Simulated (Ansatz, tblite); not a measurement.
Removing an electron: BeF₂. Total charge 0; singlet. Geometry: PBE-D4/def2-TZVP. Ansatz, gas phase; energy differences of separate SCF runs; the oxidised species was run as a doublet alone.

```xyz
3

Be   -0.001    0.001    0.000
F     0.832    0.458    1.017
F    -0.830   -0.459   -1.017
```

The xTB rows come from tblite. Correlated methods freeze 2 core orbitals.

Task: Estimate orbital energies and vertical ionisation energies at: GFN1-xTB; GFN2-xTB; HF/def2-TZVPP; PBE-D4/def2-TZVP; r2SCAN-D4/def2-TZVP; PBE0-D4/def2-TZVP; MP2/def2-TZVPP; CCSD/def2-TZVPP; CCSD(T)/def2-TZVPP.

Result: 
```tsv
level	−HOMO (eV)	vertical IE (eV)	−LUMO (eV)	HOMO–LUMO gap (eV)	remarks
GFN1-xTB	13.77	18.79	6.84	6.93	–
GFN2-xTB	13.89	18.84	5.70	8.18	–
HF/def2-TZVPP	–	13.97	–	–	–
PBE-D4/def2-TZVP	9.66	14.20	1.41	8.25	–
r2SCAN-D4/def2-TZVP	10.14	14.40	0.81	9.33	–
PBE0-D4/def2-TZVP	11.71	14.72	0.72	10.99	–
MP2/def2-TZVPP	–	15.91	–	–	–
CCSD/def2-TZVPP	–	15.49	–	–	large T1 (+1 doublet)
CCSD(T)/def2-TZVPP	–	15.48	–	–	large T1 (+1 doublet)
```

 Raw xTB energy differences between charge states are shifted by several eV; the methods need an empirical correction for them.
